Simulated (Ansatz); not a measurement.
`COB([SiH3])Cl` + `C[O][Ga]([OH])[SH]` → `C[O][Ga]([SH])[O][SiH3]` + `COBCl`  (cleavage of the Si–B bond)

Computed with Ansatz on PBE0-D4/def2-TZVP structures; ΔE is electronic, products minus reactants. CBS: MP2 limit from def2 TZ/QZ plus the TZ coupled-cluster correction, frozen cores. Functionals use def2-TZVPP. B3LYP here is the variant with VWN-RPA as its local correlation; programs differ in this. For Ga outer-core shells are correlated without core-valence functions, which leaves a few kJ/mol of doubt a bond. Scalar relativity is left out up to krypton. Each species was taken in one conformer, which may not be the lowest.

```json
{"level": "PBE-D4", "ΔE (kcal/mol)": "-21.5"}
{"level": "B3LYP-D4", "ΔE (kcal/mol)": "-27.6"}
{"level": "PBE", "ΔE (kcal/mol)": "-21.4"}
{"level": "r2SCAN", "ΔE (kcal/mol)": "-25.9"}
```

Q: What does CCSD(T)/CBS give? (An estimate is asked.)

A: The calculation gave: -27.3 kcal/mol. The listed levels differ from it by 5.8, -0.3, 5.9, 1.4 kcal/mol.

Largest T1 diagnostic among the species: 0.014.

In def2-TZVPP, CCSD(T) changes the Hartree–Fock value by +7.5 kcal/mol (the triples alone add +1.1 kcal/mol) and MP2 by +6.3 kcal/mol. From PBE to PBE0 (25 % exact exchange), in def2-TZVPP and without D4, ΔE moves by −2.7 kcal/mol.
